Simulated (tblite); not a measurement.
C5H10P2.
Atom-mapped SMILES: `[CH:1]#[C:2][P:3]([CH3:4])[CH2:5][CH2:6][PH2:7]` (hydrogens: H8 on C1; H9, H10, H11 on C4; H12, H13 on C5; H14, H15 on C6; H16, H17 on P7)

Cartesian coordinates in Å at the GFN2-xTB level; atoms count from 1:
```
atom  x, y, z in Å
C1    -1.3667    0.9633    2.7902
C2    -1.3750    0.7946    1.5995
P3    -1.5051    0.6888   -0.1614
C4    -1.8934   -1.1249   -0.2617
C5     0.3283    0.6689   -0.5437
C6     1.1651   -0.3426    0.2231
P7     2.9976   -0.1326   -0.0234
H8    -1.3347    1.0791    3.8346
H9    -1.3059   -1.7092    0.4432
H10   -2.9503   -1.2575   -0.0355
H11   -1.7119   -1.4716   -1.2781
H12    0.4257    0.5085   -1.6227
H13    0.6828    1.6845   -0.3350
H14    0.9722   -0.2645    1.2981
H15    0.9266   -1.3654   -0.0815
H16    2.9286    0.0479   -1.4056
H17    3.0091    1.2446    0.1994
```

Calculated harmonic vibrations of the isolated species, GFN2-xTB (tblite), most abundant isotopes, no scaling. The method is semi-empirical: single wavenumbers can be off by several per cent or more. Modes of hydrogen on phosphorus can be 10 to 20 % off. One conformer, not necessarily the lowest.

Harmonic wavenumbers (cm⁻¹): 51.8, 74.2, 113.4, 138.6, 175.6, 182.2, 209.9, 238.9, 275.4, 344.1, 389.6, 639.6, 652.0, 663.4, 672.5, 694.0, 729.7, 733.4, 775.6, 863.0, 874.7, 886.7, 953.1, 1050.3, 1099.5, 1148.1, 1202.3, 1243.6, 1279.5, 1316.3, 1441.9, 1444.3, 1446.4, 1462.1, 2193.8, 2254.6, 2327.0, 2923.5, 2937.8, 2942.1, 2956.7, 3004.7, 3012.3, 3015.0, 3364.6.

A = 2708, B = 908.5, C = 783.2 MHz; mass 132.026 u (most abundant isotopes); point group C1, symmetry number 1.

Task: What is the zero-point energy?

Result: Half the sum of the wavenumbers: 28199 cm⁻¹ = 80.62 kcal/mol.

Task: What is S at 400 K and 1 bar for an ideal gas of classical rigid rotors and harmonic oscillators?

Result: Translation 42.03, rotation 30.38, vibration 40.80: S = 113.2 cal/(mol K).

Task: And Cp and H(400 K) − H(0)?

Result: Cp = 46.96 cal/(mol K), of which vibrations give 39.01 (their classical limit is 45 R = 89.4); H(400 K) − H(0) = 11.55 kcal/mol without the zero-point energy, 8.37 from vibrations.

Task: What must be added to the electronic energy to get the Gibbs energy at 400 K and 1 bar?

Result: ZPE + [H(400 K) − H(0)] − T·S = 80.62 + 11.55 − 45.29 = 46.88 kcal/mol.

Task: How do the functions run with temperature in this model?

Result: 
```csv
T (K),S (cal/(mol K)),Cp (cal/(mol K)),H − H(0) (kcal/mol),G − H(0) (kcal/mol),ln q(vib)
150,79.4,25.0,2.48,-9.43,3.13
250,94.3,34.2,5.43,-18.14,5.95
298.15,100.7,38.6,7.18,-22.83,7.28
600,134.8,59.4,22.26,-58.60,15.08
900,161.3,71.5,42.03,-103.15,22.00
```

q(vib) and H(0) count from the zero-point level.

Task: Which modes carry the vibrational entropy at 400 K?

Result: 51.8 cm⁻¹: 5.33; 74.2 cm⁻¹: 4.62; 113.4 cm⁻¹: 3.78; 138.6 cm⁻¹: 3.39; 175.6 cm⁻¹: 2.93; 182.2 cm⁻¹: 2.86 cal/(mol K); the other 39 give 17.89 together.

Task: Blend soft modes into free rotors: weight 1/[1 + (100 cm⁻¹/ν̃)⁴] for the oscillator and the rest for a rotor with moment μB/(μ + B), μ = h/(8π²ν), B = 10⁻⁴⁴ kg m². What vibrational entropy results?

Result: 38.00 cal/(mol K) in place of 40.80, which changes −T·S at 400 K by +1.12 kcal/mol.

Hindered rotation and anharmonicity are outside this model. Other conformers, if any are populated, would add a mixing term that is left out. The structure is chiral; the term R ln 2 for an equal mix with its mirror image is left out.
